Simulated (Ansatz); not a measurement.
Isolated molecules relaxed with PBE0-D4/def2-TZVP in Ansatz; ΔE leaves out vibrations. CCSD(T)/CBS is the MP2 limit (def2-TZVPP, def2-QZVPP) plus CCSD(T) − MP2 in def2-TZVPP, frozen cores. This one scheme is used for every species. Functionals use def2-TZVPP. def2 core potentials past Kr. For Sn outer-core shells are correlated without core-valence functions, which leaves a few kJ/mol of doubt a bond. One conformer a species, not always the lowest.

`[NH2][SnH2][CH2][SiH3]` + `FCCl` → `FC(Cl)C[SiH3]` + `[NH2][SnH3]`  (formal exchange of groups at a C–Sn bond)

```
         level  ΔE (kJ/mol)
        B2PLYP         19.4
           PBE         16.7
        r2SCAN         16.0
MP2/def2-TZVPP         26.9
```

Question: What does CCSD(T)/CBS give? (Estimate.)

Answer: Computed: +26.1 kJ/mol. The listed levels differ from it by -6.7, -9.4, -10.1, 0.8 kJ/mol.

Largest T1 diagnostic among the species: 0.013.

The D4 term adds +3.3 kJ/mol with B3LYP and +2.1 kJ/mol with PBE0; it sums over pairs of atoms, weighted by their polarisabilities, and B3LYP, whose exchange is more repulsive, gets the larger term. In def2-TZVPP, CCSD(T) changes the Hartree–Fock value by +8.4 kJ/mol (the triples alone add +1.0 kJ/mol) and MP2 by +13.4 kJ/mol.

B3LYP here is the variant with VWN-RPA as its local correlation; programs differ in this.
